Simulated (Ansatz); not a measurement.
Calculated with Ansatz (gas phase, PBE0-D4/def2-TZVP geometries, no zero-point term in ΔE). CCSD(T)/CBS adds triple-zeta CCSD(T) − MP2 to the extrapolated MP2 energy (def2 sets, frozen cores). This one scheme is used for every species. DFT in def2-TZVPP. B3LYP here is the variant with VWN-RPA as its local correlation; programs differ in this. For Ge, Se outer-core shells are correlated without core-valence functions, which leaves a few kJ/mol of doubt a bond. Scalar relativity is left out up to krypton. Each species was taken in one conformer, which may not be the lowest.

`[CH3][GeH2][Se]C` + `OC=S` → `[CH3][GeH2][O]C=S` + `C[SeH]`  (ligand exchange at a Ge–Se bond)

| level | ΔE (kJ/mol) | difference from CCSD(T)/CBS |
| --- | --- | --- |
| PBE-D4 | 28.6 | 5.7 |
| r2SCAN-D4 | 22.5 | -0.4 |
| PBE0-D4 | 29.0 | 6.1 |
| PBE | 26.2 | 3.3 |
| r2SCAN | 22.1 | -0.8 |
| B3LYP | 16.1 | -6.8 |
| CCSD(T)/def2-TZVPP | 18.5 | -4.4 |
| MP2/def2-QZVPP | 24.1 | 1.2 |
| SCS-MP2/def2-QZVPP | 18.0 | -4.9 |
| HF/CBS(def2) | 6.5 | -16.4 |
| CCSD(T)/CBS | 22.9 | 0 |

Largest T1 diagnostic among the species: 0.018.

In def2-TZVPP, CCSD(T) changes the Hartree–Fock value by +9.9 kJ/mol (the triples alone add +0.9 kJ/mol) and MP2 by +13.5 kJ/mol. The D4 term adds +4.0 kJ/mol with B3LYP and +2.2 kJ/mol with PBE0; it sums over pairs of atoms, weighted by their polarisabilities, and B3LYP, whose exchange is more repulsive, gets the larger term.
